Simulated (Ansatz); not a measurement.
Cost and result for the atomization energy of `OC1C[SiH2]N1` (12 atoms, 12 bonds).

```xyz
12

O     1.0285    0.7258    1.5615
C     0.7994    0.1718    0.2878
C    -0.1219   -1.0613    0.4243
Si   -1.2417   -0.2147   -0.8242
N    -0.0306    0.9852   -0.5856
H     1.5565    1.5224    1.4594
H     1.7654   -0.0744   -0.1772
H     0.3491   -1.9989    0.1346
H    -0.5026   -1.1450    1.4412
H    -2.6362    0.1545   -0.4527
H    -1.3111   -0.8343   -2.1797
H     0.3452    1.7689   -1.0895
```

Charge 0, multiplicity 1. The geometry is a stationary point of PBE0-D4/def2-TZVP. It is one conformer, not always the lowest. Program: Ansatz. All runs use 4 threads of an Arm Neoverse V1 on a shared host. Times are those of one run each, without the atoms' runs, and a repeat can differ threefold. Electronic energies, without spin–orbit coupling; frozen cores. CCSD(T)/CBS adds CCSD(T) − MP2 in def2-TZVPP to the MP2 limit, and its time is that of the two runs behind it. T1 = 0.011. HSE06 is the plane-wave form, built on full-range PBE exchange.

CCSD(T)/CBS is a level of theory with its own doubt, some kJ/mol a heavy atom from the limit and from the frozen cores, so smaller differences don't rank the functionals.

```tsv
level	functions	wall time	atomization (kcal/mol)	difference from CCSD(T)/CBS	per bond
revPBE-D4/def2-TZVPP	264	2.6 s	1062.9	-5.0	-0.4
BLYP-D4/def2-TZVPP	264	2.6 s	1065.4	-2.5	-0.2
PBE-D4/def2-TZVPP (with forces)	264	3.1 s	1090.0	22.1	1.8
BHLYP-D4/def2-TZVPP	264	4.2 s	1033.5	-34.4	-2.9
CAM-B3LYP-D4/def2-TZVPP	264	4.4 s	1073.1	5.2	0.4
HSE06-D4/def2-TZVPP	264	4.5 s	1070.5	2.6	0.2
r2SCAN-D4/def2-TZVPP (with forces)	264	6.5 s	1066.8	-1.1	-0.1
ωB97X-V/def2-TZVPP	264	9.5 s	1073.4	5.5	0.5
CCSD(T)/def2-SVP	109	12 s	1000.3	-67.6	-5.6
B97M-V/def2-TZVPP	264	13 s	1067.5	-0.4	0.0
MP2/def2-QZVPP	508	33 s	1072.7	4.8	0.4
CCSD(T)/def2-TZVPP	264	3.9 min	1036.9	-31.0	-2.6
CCSD(T)/CBS(def2)	–	4.4 min	1067.9	0.0	0.0
```

In def2-TZVPP, CCSD(T) changes the Hartree–Fock value by +285.8 kcal/mol (the triples alone add +16.5 kcal/mol) and MP2 by +303.2 kcal/mol; breaking electron pairs costs correlation energy, which Hartree–Fock lacks. At CCSD(T), def2-SVP lies −67.6 kcal/mol from the extrapolated value and def2-TZVPP −31.0 kcal/mol: correlation converges slowly with the basis, and small sets miss more of it in the bonded molecule than in its fragments. From r2SCAN to r2SCAN0 (25 % exact exchange), in def2-TZVPP and without D4, the atomization energy moves by −16.8 kcal/mol: exact exchange takes away binding that semilocal exchange gives to molecules.
